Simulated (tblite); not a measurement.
C7H8N2O.
SMILES with atom numbers: `[O:1]=[CH:2][c:3]1[cH:4][cH:5][n:6][n:7]1[CH:8]1[CH2:9][CH2:10]1` (hydrogens: H11 on C2; H12 on C4; H13 on C5; H14 on C8; H15, H16 on C9; H17, H18 on C10)

Structure optimised with GFN2-xTB, isolated species.

Problem. List the bond lengths, angles and torsions at this level.

Solution. 
```tsv
bond	length (bohr)	order
O1=C2	2.287	double
C2–C3	2.723	single
C3–C4	2.642	aromatic
C4–C5	2.622	aromatic
C5–N6	2.510	aromatic
N6–N7	2.482	aromatic
N7–C8	2.682	single
C8–C9, C8–C10	2.839	single
C9–C10	2.825	single
C3–N7	2.578	aromatic
C2–H11	2.092	single
C4–H12	2.023	single
C5–H13	2.025	single
C8–H14	2.042	single
C9–H15, C10–H18	2.038	single
C9–H16, C10–H17	2.038	single
```

Bonds in one row agree within 0.02 bohr and their mean is given. Orders are formal, as drawn. A selection of angles:
```tsv
angle	degrees
O1–C2–C3	127.0
O1–C2–H11	120.9
C3–C2–H11	112.2
C2–C3–C4	128.0
C2–C3–N7	126.2
C4–C3–N7	105.7
C3–C4–C5	104.8
C3–C4–H12	127.0
C5–C4–H12	128.2
C4–C5–N6	110.7
C4–C5–H13	129.3
N6–C5–H13	120.1
C5–N6–N7	107.0
N6–N7–C8	120.9
C3–N7–N6	111.8
C3–N7–C8	127.3
N7–C8–C9	118.1
N7–C8–H14	112.1
C9–C8–C10	59.7
C9–C8–H14	119.9
C8–C9–C10	60.2
C8–C9–H15	116.7
C8–C9–H16	117.9
C10–C9–H15	117.4
C10–C9–H16	119.2
H15–C9–H16	114.7
```

Dihedral angles: O1–C2–C3–C4 180° (antiperiplanar); N6–N7–C8–C9 -34° (synclinal); N7–C8–C9–C10 108° (anticlinal); N7–C8–C10–C9 -108° (anticlinal).

The 3 C–N bonds span 1.328 Å (C5–N6, aromatic) to 1.419 Å (N7–C8, drawn single), a spread of 0.091 Å. The C–C distances run from 1.388 Å (C4–C5, aromatic) to 1.502 Å (C8–C9, drawn single), a spread of 0.114 Å. The 3-membered ring C8–C9–C10 has internal angles of 59.7° to 60.2°. Of the pairs four or more bonds apart, O1···H14 is among the closest relative to their van der Waals radii: 2.19 Å, 81 % of the sum of Bondi's values. N7 (pyrrole-type nitrogen) is planar (angles 127.3°, 120.9° and 111.8°, sum 360.0°, 0.00 Å off the plane of its three neighbours). The 5-membered ring C3–C4–C5–N6–N7 has internal angles of 104.8° to 111.8°; it is planar, 0.00 Å rms from its mean plane, widest ring torsion 0°.

Point group: Cs (every atom within 0.08 Å of its image). Its GFN2-xTB frequencies are all real (lowest 44 cm⁻¹). The numbers are those of one conformer. 3 starts were optimised and ended at 0.00, 3.22 and 3.27 kcal/mol (GFN2-xTB); the lowest of these is shown.

Hardware: one thread of an Arm Neoverse V2, no GPU, shared host with 96 logical CPUs at a one-minute load of 32. Cost: 0.57 s. These figures are those of the optimisation.

These are computed values.
